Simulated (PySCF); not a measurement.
Electron correlation in As²⁺ (arsenic, charge +2)

[Ar] 3d10 4s2 4p1, 2P determinant. All numbers are calculated (PySCF 2.14, scalar relativity by spin-free X2C-1e, in aug-cc-pVTZ-DK). Frozen: [Ar] 3d10; 3 electrons correlated.

| level | correlation energy (mhartree) |
| --- | --- |
| CCSD | -54.15 |
| (T) | -0.72 |
| CCSD(T) | -54.87 |
| CCSDT | -55.09 |

Diagnostics: T1 = 0.0086, D1 = 0.0198, largest double amplitude 0.096.

Cost of the coupled-cluster step: about 1.1 core-seconds, for 3 correlated electrons.

Iterations:

```
CC2 = 0
CCSD nocc = (np.int64(2), np.int64(1)), nmo = (45, 45)
frozen orbitals [[0, 1, 2, 3, 4, 5, 6, 7, 8, 9, 10, 11, 12, 13], [0, 1, 2, 3, 4, 5, 6, 7, 8, 9, 10, 11, 12, 13]]
max_cycle = 100
direct = 0
conv_tol = 1e-08
conv_tol_normt = 1e-06
diis_space = 8
diis_start_cycle = 0
Init t2, MP2 energy = -0.0401039070255976
Init E_corr(UCCSD) = -0.0401039070284743
cycle = 1  E_corr(UCCSD) = -0.04941034773395  dE = -0.00930644071  norm(t1,t2) = 0.0427465
cycle = 2  E_corr(UCCSD) = -0.0523102716962511  dE = -0.00289992396  norm(t1,t2) = 0.0169112
cycle = 3  E_corr(UCCSD) = -0.0541548781854725  dE = -0.00184460649  norm(t1,t2) = 0.0073132
cycle = 4  E_corr(UCCSD) = -0.0541384282923939  dE = 1.64498931e-05  norm(t1,t2) = 0.000755948
cycle = 5  E_corr(UCCSD) = -0.0541463434791118  dE = -7.91518672e-06  norm(t1,t2) = 8.36241e-05
cycle = 6  E_corr(UCCSD) = -0.0541445427301475  dE = 1.80074896e-06  norm(t1,t2) = 1.09964e-05
cycle = 7  E_corr(UCCSD) = -0.0541451715585379  dE = -6.2882839e-07  norm(t1,t2) = 2.48753e-06
cycle = 8  E_corr(UCCSD) = -0.0541449994056353  dE = 1.72152903e-07  norm(t1,t2) = 6.64566e-07
cycle = 9  E_corr(UCCSD) = -0.0541450120691112  dE = -1.26634758e-08  norm(t1,t2) = 9.1338e-08
cycle = 10  E_corr(UCCSD) = -0.0541450151895209  dE = -3.12040975e-09  norm(t1,t2) = 1.92376e-08
UCCSD converged
E(UCCSD) = -2258.061972666229  E_corr = -0.0541450151895209
UCCSD(T) correction = -0.000715389273571264
```
